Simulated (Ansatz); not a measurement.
```yaml
crystal:
  periodic: [false, false, false]
  atoms:
    - {symbol: Al, position_ang: [0.567621, -0.531741, -0.235608]}
    - {symbol: Al, position_ang: [-1.819166, -0.023905, -0.696813]}
    - {symbol: Li, position_ang: [0.175241, 1.702187, -1.490948]}
    - {symbol: Li, position_ang: [-1.427836, -2.024423, 0.932896]}
    - {symbol: Li, position_ang: [-0.706363, 1.065709, 1.542533]}
    - {symbol: Li, position_ang: [3.210502, -0.187837, -0.052050]}
basis:
  gaussian: {orbitals: def2-SVPD}
magnetization: {spin_polarized: false, initial_magnetization: 2}
hamiltonian: {xc: {name: SPW92}}
scf: {omitted_lower_state_checks: [starts]}
output: {forces: true}
```

```sh
$ ansatz run in.yaml --threads 4 --pin off --events-out ev --progress --plain --max-ram 3916MiB
```

Shortened log:

```
Functional definition: SPW92
1054 factors; their error is unknown
mean field evaluation 1: about -13927.6609 eV, gradient 3.2e1 eV
mean field evaluation 2: about -13870.1137 eV, gradient 7.2e1 eV
mean field evaluation 4: about -13923.4321 eV, gradient 3.5e1 eV
mean field evaluation 8: about -13935.2264 eV, gradient 3.1e-1 eV
mean field evaluation 16: about -13935.1236 eV, gradient 1.8e-3 eV
mean field -13935.12358765 eV, -512.1063462802 hartree, gradient 5.4e-6 eV, S^2 2.000000; 0 other end points of the search recorded, 0 dependent functions left out
reference -13935.12364152 eV, -512.1063482599 hartree; 20, 18 occupied and 76, 78 virtual orbitals, 1054 factors
Total energy: -13935.12364152 eV, -512.1063482599 hartree
Atom 0 at     0.567621    -0.531741    -0.235608 Å, force     0.042871    -0.502992     0.320426 eV/Å
Atom 1 at    -1.819166    -0.023905    -0.696813 Å, force     0.139574     0.336807    -0.173290 eV/Å
Atom 2 at     0.175241     1.702187    -1.490948 Å, force    -0.070578     0.043470    -0.031002 eV/Å
Atom 3 at    -1.427836    -2.024423     0.932896 Å, force     0.234176     0.004235    -0.020133 eV/Å
Atom 4 at    -0.706363     1.065709     1.542533 Å, force     0.010297     0.006681    -0.009839 eV/Å
Atom 5 at     3.210502    -0.187837    -0.052050 Å, force    -0.356341     0.111799    -0.086162 eV/Å
Dipole moment:     0.580382     0.072143     0.726705 e Å
Checks for a lower state left out: starts
```

It took 0.75 s on 4 threads of Intel Xeon 6975P-C on a shared host.

With spin_polarized false and unpaired electrons the run is restricted open-shell.
